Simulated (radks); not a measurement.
Values are calculated unless marked as measured or tabulated.
Sc3+, 18 electrons, occupied as [Ne] 3s2 3p5 4f1 (not the ground configuration). Code: a radial shooting solver on a logarithmic mesh with Libxc functionals. Model: scalar-relativistic Kohn-Sham, SCAN, spin-polarised, spherical densities, finite nucleus; open shells are filled with parallel spins first; meta-GGA in the generalised Kohn-Sham scheme; Fermi nuclear charge, rms radius 3.5459 fm.

Local quantities along the radius. ELF = 1/(1 + alpha^2) is the electron localisation function; alpha = (tau - tau_W)/tau_unif compares the Pauli kinetic energy density with that of the uniform gas (summed over spins); -r V(r) is the screened charge that the Kohn-Sham potential of spin up presents (atomic units); r v_xc is r times the local exchange-correlation potential of spin up (hartree bohr, multiplicative part alone). tau is taken from the large components.

r (bohr),ELF,alpha,-r V(r),r v_xc
0.00414,1.000,0.01449,20.77,-0.1160
0.004743,1.000,0.01490,20.73,-0.1274
0.005434,1.000,0.01541,20.68,-0.1402
0.006275,1.000,0.01608,20.63,-0.1556
0.00719,1.000,0.01688,20.57,-0.1719
0.008237,1.000,0.01787,20.50,-0.1900
0.009437,1.000,0.01909,20.42,-0.2101
0.01081,1.000,0.02062,20.33,-0.2323
0.01249,0.999,0.02267,20.22,-0.2581
0.01431,0.999,0.02516,20.10,-0.2847
0.01639,0.999,0.02836,19.97,-0.3135
0.01878,0.999,0.03255,19.82,-0.3442
0.02169,0.999,0.03852,19.63,-0.3788
0.02484,0.998,0.04627,19.44,-0.4130
0.02846,0.997,0.05707,19.22,-0.4484
0.03261,0.995,0.07253,18.97,-0.4846
0.03736,0.991,0.09531,18.70,-0.5215
0.04315,0.983,0.1324,18.38,-0.5620
0.04943,0.966,0.1878,18.06,-0.6045
0.05664,0.929,0.2763,17.72,-0.6593
0.06489,0.851,0.4189,17.38,-0.7442
0.07494,0.697,0.6597,16.85,-0.6961
0.08585,0.498,1.004,16.19,-0.5342
0.09836,0.342,1.387,15.79,-0.6673
0.1127,0.266,1.662,15.16,-0.6083
0.1291,0.273,1.631,14.62,-0.6835
0.1491,0.370,1.304,13.86,-0.6146
0.1708,0.524,0.9528,13.28,-0.7241
0.1957,0.685,0.6785,12.81,-0.9707
0.2242,0.788,0.5188,12.09,-0.9798
0.259,0.842,0.4336,11.37,-1.023
0.2967,0.853,0.4153,10.72,-1.056
0.3399,0.820,0.4682,10.12,-1.102
0.3894,0.696,0.6603,9.307,-0.8993
0.4461,0.406,1.210,9.238,-1.407
0.5152,0.154,2.346,7.878,-0.6409
0.5903,0.111,2.832,7.372,-0.6966
0.6763,0.240,1.780,7.067,-0.9555
0.7748,0.569,0.8698,6.631,-1.075
0.8948,0.812,0.4804,6.100,-1.095
1.025,0.875,0.3775,5.678,-1.125
1.175,0.877,0.3742,5.316,-1.128
1.346,0.835,0.4445,5.055,-1.139
1.542,0.710,0.6394,4.662,-0.9361
1.78,0.362,1.327,3.470,0.1172
2.04,0.056,4.105,3.970,-0.4793
2.337,0.008,11.18,3.880,-0.4705
2.677,0.006,13.02,3.850,-0.5175
3.092,0.011,9.393,3.747,-0.4942
3.543,0.018,7.445,3.721,-0.5388
4.059,0.022,6.647,3.654,-0.5334
4.65,0.023,6.575,3.627,-0.5566
5.327,0.019,7.281,3.600,-0.5640
6.153,0.011,9.399,3.525,-0.5105
7.049,0.005,14.08,3.430,-0.4249
8.076,0.002,25.26,3.317,-0.3156
9.252,0.000,55.51,3.204,-0.2041
10.69,0.000,163.4,3.107,-0.1070
12.24,0.000,586.1,3.047,-0.04691

On this mesh the ELF has minima near r = 0.11, 0.59 bohr, which separate the shells, and maxima near 0.30 (0.85), 1.2 (0.88).
